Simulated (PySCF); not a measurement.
# Sb(2+) (antimony, charge +2) across methods

[Kr] 4d10 5s1 5p1 5d1, one real determinant (an excited configuration). Calculation: PySCF 2.14, in aug-cc-pVQZ-PP with one added diffuse shell each of s, p, d, f, g type with ECP28MDF (8s8p6d4f3g, 117 functions); a scalar-relativistic core potential.

```tsv
method	E (hartree)	mean ε 5s α (eV)	mean ε 5p α (eV)	mean ε 5d α (eV)	Σ⟨r²⟩ (bohr²)	⟨S²⟩
M06	-238.6443	-34.105	-24.060	-12.607	44.03	3.750
B3LYP	-238.6570	-34.163	-24.157	-12.561	43.95	3.750
PBE0	-238.5950	-34.430	-24.485	-12.716	43.93	3.751
UHF	-237.72425	-37.836	-27.655	-13.621	45.42	3.751
r2SCAN	-238.6754	-33.459	-23.679	-12.215	43.64	3.751
PBE	-238.5813	-33.056	-23.261	-12.264	43.70	3.751
wB97X-V	-238.5543	-36.797	-26.681	-14.079	44.09	3.751
LDA	-238.1816	-33.438	-23.403	-12.168	43.67	3.751
```

⟨L²⟩ = 8.01 against 12 for a pure F term, so this real determinant mixes terms. Energies and moments cover only the electrons outside the core potential. The outer electron is Rydberg-like, and this basis confines it to a smaller radius and binds it less than a complete one would.
